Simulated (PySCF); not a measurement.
Identify the unknown among the candidates.

All candidates are C4H5NO2.

- Dipole: 2.70 D [CAM-B3LYP/def2-SVPD]
- UV, first state: lowest singlet excitation: 5.99 eV (207 nm, f = 0.001) [TDDFT CAM-B3LYP/def2-SVPD]
- Rotational structure: rotational constants A, B, C: 8.217, 1.358, 1.183 GHz [GFN2-xTB]
- Triplet: lowest triplet excitation (Tamm–Dancoff): 5.48 eV [TDA CAM-B3LYP/def2-SVPD]
- Polarisability: 58.5 au [CAM-B3LYP/def2-SVPD]

Gas-phase values; electronic properties from PySCF, density fitting. Levels stand in brackets. The structure is a single GFN2-xTB conformer in the gas phase; no vibrational or solvent corrections.

Problem. Which candidate is it?
A. `CC(=O)OCC#N`
B. `C=N/C=C\C(=O)O`
C. `COc1cnco1`
D. `O=C1CCC(=O)N1`

Solution. A. It is `CC(=O)OCC#N`. Numbering: `[CH3:1][C:2](=[O:3])[O:4][CH2:5][C:6]#[N:7]`. Its formula, C4H5NO2, gives 3 degrees of unsaturation: 0 rings and 3 π bonds in the structure found. By its constants the optimised geometry is an asymmetric top.

The others, at the same levels:
- `C=N/C=C\C(=O)O` fails: its computed lowest singlet excitation is 4.26 eV (291 nm, f = 0.053) (against 5.99 eV), lowest triplet excitation (Tamm–Dancoff) is 3.17 eV (against 5.48 eV) and static isotropic polarisability is 66.8 au (against 58.5 au).
- `O=C1CCC(=O)N1` fails: its computed lowest singlet excitation is 5.25 eV (236 nm, f = 0.001) (against 5.99 eV), lowest triplet excitation (Tamm–Dancoff) is 4.78 eV (against 5.48 eV) and rotational constant A is 5.969 GHz (against 8.217 GHz).
- `COc1cnco1` fails: its computed lowest triplet excitation (Tamm–Dancoff) is 3.99 eV (against 5.48 eV), smallest rotational constant is 1.738 GHz (against 1.183 GHz) and dipole moment is 3.05 D (against 2.70 D).

Each candidate is one conformer, not necessarily the lowest. Dipoles, sizes and rotational constants follow the conformer. The torsions of the flexible species, by atom-mapped SMILES:
- `[CH3:1][C:2](=[O:3])[O:4][CH2:5][C:6]#[N:7]`: C1–C2–O4–C5 180°, C2–O4–C5–C6 -177°
- `[CH2:1]=[N:2]/[CH:3]=[CH:4]\[C:5](=[O:6])[OH:7]`: C1–N2–C3–C4 -74°, C3–C4–C5–O6 4°, H–O7–C5–C4 -179°
- `[CH3:1][O:2][c:3]1[cH:4][n:5][cH:6][o:7]1`: C1–O2–C3–C4 180°

The conformers of `O=C1CCC(=O)N1` aren't listed.
